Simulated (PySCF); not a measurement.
Method: PBE0/pcSseg-1 with gauge-including orbitals, geometry: PBE0-D3(BJ)/def2-SVP, in PySCF 2.14.0 with density-fitted response routines (equivalent nuclei averaged, one computed conformer, relativity neglected, isolated molecule).

δ = σ(ref) − σ, references computed at the same level: TMS for ¹H and ¹³C. Carbons bonded to boron are broad in practice. Shifts are as computed. Against solution values, carbons near 30 ppm lie about +2 ppm off and those near 130 ppm about +5 ppm. Of 1313 compounds with measured shifts, 239 miss one by over three times the rms of a fit or turn the order of signals round; such compounds aren't used in these exercises. OH and NH positions are gas-phase values without hydrogen bonding to other molecules.

**Question.** Order these molecules by the shift of their most shielded carbon-bound hydrogen, lowest δ first.
A. [BH3-][n+]1ccccc1C1CC1
B. COC[SiH2]OC(C)=O
C. N#Cc1cccc2c1C=C[SiH2]2
D. CN1C=CN(C)P1(=N)P
E. C/N=C/B1OBOBO1

**Answer.** A (0.70 ppm, hydrogen on a three-membered-ring carbon), B (2.05 ppm, hydrogen on a methyl carbon α to a carbonyl), D (2.73 ppm, hydrogen on a methyl carbon bonded to N), E (3.90 ppm, hydrogen on a methyl carbon bonded to N), C (6.74 ppm, hydrogen on an alkene CH).

**Question.** Order these molecules by the shift of their most deshielded carbon-bound hydrogen, lowest δ first.
A. CO[SiH2]OCC(C)=O
B. CN1C=CN(C)P1(=N)P
C. [BH3-][n+]1ccccc1C1CC1
D. N#Cc1cccc2c1C=C[SiH2]2
E. COC[SiH2]OC(C)=O

**Answer.** E (3.26 ppm, hydrogen on a methyl carbon bonded to O), A (4.45 ppm, hydrogen on an sp3 CH2 bonded to O, α to a carbonyl), B (5.65 ppm, hydrogen on an alkene carbon bearing nitrogen), D (8.08 ppm, hydrogen on an alkene CH), C (9.08 ppm, hydrogen on an aromatic CH next to a ring nitrogen).

**Question.** How many ¹³C and ¹H signals does each give (equivalence by symmetry and fast rotation, but not about amide C–N or C=N bonds)? `[BH3-][n+]1ccccc1C1CC1`, `CO[SiH2]OCC(C)=O`, `COC[SiH2]OC(C)=O`, `N#Cc1cccc2c1C=C[SiH2]2`, `C/N=C/B1OBOBO1`, `CN1C=CN(C)P1(=N)P`

**Answer.** [BH3-][n+]1ccccc1C1CC1: 7 C, 8 H; CO[SiH2]OCC(C)=O: 4 C, 4 H; COC[SiH2]OC(C)=O: 4 C, 4 H; N#Cc1cccc2c1C=C[SiH2]2: 9 C, 6 H; C/N=C/B1OBOBO1: 2 C, 3 H; CN1C=CN(C)P1(=N)P: 2 C, 4 H.
